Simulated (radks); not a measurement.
The numbers below are computed, except where a source is named.
Task: Excited configurations of I+: one electron is placed in a higher orbital outside [Kr] 4d10 5s2 5p3. The ground configuration is [Kr] 4d10 5s2 5p4. Level of theory: scalar-relativistic Kohn-Sham, PBE, spin-polarised, spherical densities, finite nucleus; open shells are filled with parallel spins first (spin-orbit coupling, left out, can overturn this in heavy ions); Fermi nuclear charge, rms radius 4.75 fm (a radial shooting solver on a logarithmic mesh with Libxc functionals). Excitation = E - E(ground); binding = E(ion) - E, where the ion is the core of charge +2; n* = 2/sqrt(2 binding) in atomic units, and the quantum defect is n - n*.

| outer orbital | excitation (eV) | binding (eV) | n* | quantum defect | eigenvalue (eV) | <r> (bohr) |
|---|---|---|---|---|---|---|
| 4f | 14.678 | 3.961 | 3.707 | 0.293 | -2.586 | 7.103 |
| 5f | 15.753 | 2.886 | 4.342 | 0.658 | -2.083 | 11.66 |
| 6s | 9.410 | 9.229 | 2.428 | 3.572 | -7.149 | 4.727 |
| 6p | 11.675 | 6.964 | 2.796 | 3.204 | -5.376 | 5.818 |
| 6d | 14.226 | 4.413 | 3.512 | 2.488 | -3.401 | 8.430 |
| 6f | 16.581 | 2.058 | 5.143 | 0.857 | -1.595 | 17.99 |
| 7s | 13.808 | 4.831 | 3.356 | 3.644 | -3.877 | 9.002 |
| 7f | 17.125 | 1.515 | 5.994 | 1.006 | -1.213 | 25.84 |

Estimate the row for 7d.

Result: excitation (eV) 15.866; binding (eV) 2.774; n* 4.430; quantum defect 2.570; eigenvalue (eV) -2.199; <r> (bohr) 14.27. The Delta-SCF ionisation energy is 18.639 eV (NIST Atomic Spectra Database: 19.131 eV, measured). Self-interaction in the functional shifts the binding energies and quantum defects, so they are the method's values and not measured ones. Open shells are spherical and high-spin; term and fine-structure splittings are not resolved. Spin-orbit splitting is averaged out at the scalar-relativistic level.
